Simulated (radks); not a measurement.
The numbers below are computed, except where a source is named.
Q: Code: a radial shooting solver on a logarithmic mesh with Libxc functionals. Model: non-relativistic Kohn-Sham, exchange-only LDA, spin-polarised, spherical densities, point nucleus; open shells are filled with parallel spins first (spin-orbit coupling, left out, can overturn this in heavy ions). Response by self-consistent Sternheimer equations with the Hartree and adiabatic exchange-only LDA kernel. Rank K2+, Kr2+, Li, Xe, Be, I (NIST ground configurations) by static dipole polarisability, largest first.

A: Li 152.4, Be 47.13, I 36.87, Xe 30.71, Kr2+ 7.729, K2+ 4.090 bohr^3.
